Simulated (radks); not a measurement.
Spherical jellium clusters: N electrons in a uniform positive sphere of charge N and radius rs N^(1/3), rs = 3.36 bohr. Method: non-relativistic Kohn-Sham, LDA (Slater exchange, Perdew-Wang correlation), spin-polarised, spherical densities; computed with a radial shooting solver with Libxc functionals. Levels are named by radial order and angular momentum (1s, 1p, 1d, 2s, ...), and open shells are averaged over m.

N = 13, configuration 1s2 1p6 1d(up 5, down 0). This is the lowest configuration that the search found. Occupied and some empty levels:

level    occupation  eigenvalue (eV)  <r> (bohr)
1s up             1          -6.2394       5.041
1s down           1          -5.7707       4.807
1p up             3          -4.8529       6.083
1p down           3          -4.2519       6.038
1d up             5          -3.1717       6.958
2s up             0          -2.5526       6.438
1d down           0          -2.5516       7.070
2s down           0          -2.2272       6.671
1f up             0          -1.3385       7.976
2p up             0         -0.96656       9.042
1f down           0         -0.78999       8.375
2p down           0         -0.70329       9.685

Energy (eV): total -21.5806, kinetic 31.428, external -680.05, Hartree 332.04, exchange-correlation -54.247, background 349.25.

Electron density:

r (bohr)  n(r) (e/bohr^3)
0.590            0.003672
1.25             0.004080
1.90             0.004727
2.56             0.005522
3.22             0.006334
3.87             0.006991
4.53             0.007297
5.19             0.007088
5.84             0.006305
6.50             0.005064
7.16             0.003633
7.82             0.002330
8.47             0.001361
9.13            0.0007456
9.79            0.0003906
10.4            0.0001989
11.1           0.00009843
11.8           0.00004790
12.4           0.00002333
13.1           0.00001116
